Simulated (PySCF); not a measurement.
Compound: C7H5NO.
SMILES: `N#C[C@]12C=C[C@H](C=C1)O2`

Computed, not measured: TDDFT PBE0/def2-SVPD, vertical, gas phase, core orbitals frozen in the response in PySCF 2.14.0, density-fitted response routines. Geometry: GFN2-xTB; no solvent, vibrations or thermal averaging.

Computed states:

| state | E (eV) | f |
| --- | --- | --- |
| S1 | 4.61 | 0.0001 |
| S2 | 5.46 | 0.0000 |
| S3 | 5.92 | 0.0069 |
| S4 | 6.02 | 0.0001 |
| S5 | 6.49 | 0.067 |
| S6 | 6.78 | 0.0044 |
| S7 | 6.85 | 0.015 |
| S8 | 7.15 | 0.021 |

Each state is given a Gaussian of 0.5 eV full width at half maximum, with ε(max) = 2.175×10⁸ f / Δν̃ (Δν̃ the width in cm⁻¹). The width is an assumption, not a result. The curve ends short of the highest state used, and states not computed would add to its high-energy end.

(1) Give the broadened spectrum and its maxima.

(2) Coming from long wavelengths, where does ε first pass 100 L mol⁻¹ cm⁻¹?

(3) On this curve, what absorbance would a 10⁻⁴ mol/L sample give at 222 nm over a 1 cm path?

## Answers

(1) 
```
λ (nm)  ε (L mol⁻¹ cm⁻¹)
 189.3              3951
 193.0              3643
 196.8              2538
 200.5              1454
 204.3               797
 208.1               526
 211.8               398
 215.6               280
 219.3               171
 223.1                86
 226.9                37
 230.6                14
 234.4                 4
 238.1                 1
 241.9                 1
 245.7                 1
 249.4                 1
 253.2                 2
 256.9                 3
 260.7                 4
 264.5                 5
 268.2                 5
 272.0                 5
 275.7                 4
 279.5                 3
 283.3                 3
 287.0                 2
 290.8                 1
 294.5                 1
 298.3                 0
 302.1                 0
 305.8                 0
 309.6                 0
 313.3                 0
 317.1                 0
 320.9                 0
```

Maxima: 190 nm (6.52 eV), ε about 4000, made up of S5 (91%) (ε in L mol⁻¹ cm⁻¹; maxima over ε = 5, shares over 10%).

(2) At about 222 nm (5.58 eV), 0.96 eV above S1.

(3) 222 nm is 5.585 eV, where ε is about 110 L mol⁻¹ cm⁻¹, so A = ε c l ≈ 0.011 (Beer–Lambert, with the gas-phase spectrum and the assumed width).
